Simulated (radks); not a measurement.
Neutral niobium inside a hard spherical wall (all orbitals vanish at R), configuration held at [Kr] 4d4 5s1 and not refilled when levels cross. All-electron calculation, scalar-relativistic Kohn-Sham, r2SCAN, spin-polarised, spherical densities, finite nucleus; open shells are filled with parallel spins first (spin-orbit coupling, left out, can overturn this in heavy ions); meta-GGA in the generalised Kohn-Sham scheme; Fermi nuclear charge, rms radius 4.324 fm. Program: a radial shooting solver on a logarithmic mesh with Libxc functionals. Eigenvalues in eV for spin up, with the zero of energy where the potential of the charges vanishes at infinity; a dash marks a level that is unbound or too diffuse for the functional's potential to be trusted. A positive occupied level is held by the wall or, in an anion where self-interaction has pushed it up, behind a barrier. The pressure on the wall is -dE/dV.

R (bohr) = free: E (hartree) -3820.26901; kinetic (hartree) 3933.543; e(4s) -60.531; e(4p) -36.172; e(5s) -4.740; e(4d) -3.851; e(5p, empty) -1.225; e(6s, empty) -; pressure (GPa) 0
R (bohr) = 20: E (hartree) -3820.26901; kinetic (hartree) 3933.543; e(4s) -60.531; e(4p) -36.172; e(5s) -4.740; e(4d) -3.851; e(5p, empty) -1.225; e(6s, empty) -; pressure (GPa) < 0.0001
R (bohr) = 15: E (hartree) -3820.26901; kinetic (hartree) 3933.543; e(4s) -60.531; e(4p) -36.171; e(5s) -4.740; e(4d) -3.851; e(5p, empty) -1.220; e(6s, empty) 0.705; pressure (GPa) < 0.0001
R (bohr) = 8: E (hartree) -3820.26359; kinetic (hartree) 3933.585; e(4s) -60.239; e(4p) -35.884; e(5s) -4.494; e(4d) -3.602; e(5p, empty) -0.563; e(6s, empty) 6.026; pressure (GPa) 0.223
R (bohr) = 7: E (hartree) -3820.25254; kinetic (hartree) 3933.653; e(4s) -59.850; e(4p) -35.505; e(5s) -4.118; e(4d) -3.273; e(5p, empty) 0.160; e(6s, empty) 9.454; pressure (GPa) 0.883
R (bohr) = 6: E (hartree) -3820.21880; kinetic (hartree) 3933.828; e(4s) -58.995; e(4p) -34.680; e(5s) -3.174; e(4d) -2.543; e(5p, empty) 1.749; e(6s, empty) 15.765; pressure (GPa) 3.70
R (bohr) = 2: E (hartree) -3806.16181; kinetic (hartree) 3981.569; e(4s) -8.343; e(4p) 18.993; e(5s) 157.88; e(4d) 64.325; e(5p, empty) 183.90; e(6s, empty) 419.66; pressure (GPa) 18100
